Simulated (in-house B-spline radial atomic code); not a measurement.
**Two electrons outside the [Xe] 4f14 5d10 core: Pb2+**

Computed with an all-electron radial atomic-structure program (B-spline basis): configuration interaction (CI) of the two valence electrons in the field of the frozen Dirac-Fock core, alone and with many-body perturbation theory for the core (screened one- and two-electron correlation potentials), Breit and QED terms; no-pair Dirac Hamiltonian, finite nucleus. Labels give the configuration (outer n counted up each series) and the leading LS term, or the jj pair where no LS term holds 70 %.

Command:
```bash
python run_mb.py task.json out
```
Settings (nuclear radius in fm, box in bohr, cutoff in hartree):
```
basis_form          3
Z                   82
core_configuration  [Xe] 4f14 5d10
rms_radius          5.5012
mass_number         208
speed_of_light      137.036
box_radius          22.5
lmax                6
intervals           64
virtual_cutoff      13448.0
```

Cost of the run: 3.9 min on 1 thread of Arm Neoverse V1 (shared host).

Excitation energies (cm⁻¹):

| level | purity of the LS term | CI alone | CI + MBPT + Breit + QED | Landé g of the LS mixture |
| --- | --- | --- | --- | --- |
| 6s2 1S0 | 0.999 | 0 | 0 | - |
| 6s6p 3P°0 | 1.0 | 52927 | 59466 | - |
| 6s6p 3P°1 | 0.929 | 57226 | 63660 | 1.47 |
| 6s6p 3P°2 | 1.0 | ? | ? | ? |
| 6s6p 1P°1 | 0.928 | ? | ? | ? |

Where does 6s6p 3P°2 lie?

70290 cm⁻¹ in CI alone and 78667 cm⁻¹ with all corrections; g = 1.50.

Where does 6s6p 1P°1 lie?

91771 cm⁻¹ in CI alone and 95653 cm⁻¹ with all corrections; g = 1.04.

What is the first ionisation energy?

31.839 eV to the 6s1/2 state of the next ion (30.093 eV from CI alone). NIST lists 31.9373 ± 0.0006 eV (measured).

Some electric-dipole lines (reduced elements in atomic units, length form; vacuum wavelengths from the computed energies):

| upper | lower | D bare (size) | D with core polarisation (size) | λ (nm) | A (s⁻¹) |
| --- | --- | --- | --- | --- | --- |
| 6s6p 3P°1 | 6s2 1S0 | 0.769 | 0.615 | 157.08 | 6.6e+07 |

Weak lines are less accurate than strong ones.
